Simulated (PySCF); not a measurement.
# Radial density of Be²⁺ (beryllium, charge +2)

UHF, 1s2, closed-shell 1S. All numbers are calculated (PySCF 2.14, the non-relativistic Hamiltonian (point nucleus), in cc-pVTZ (4s3p2d1f, 30 functions)).

| r (bohr) | 4πr²ρ (e/bohr) |
| --- | --- |
| 0.00547 | 0.01233 |
| 0.00920 | 0.03396 |
| 0.0155 | 0.09116 |
| 0.0260 | 0.2374 |
| 0.0438 | 0.5831 |
| 0.0736 | 1.305 |
| 0.124 | 2.493 |
| 0.208 | 3.690 |
| 0.350 | 3.610 |
| 0.589 | 1.805 |
| 0.991 | 0.3000 |
| 1.67 | 0.007884 |
| 2.80 | 1.795e-05 |
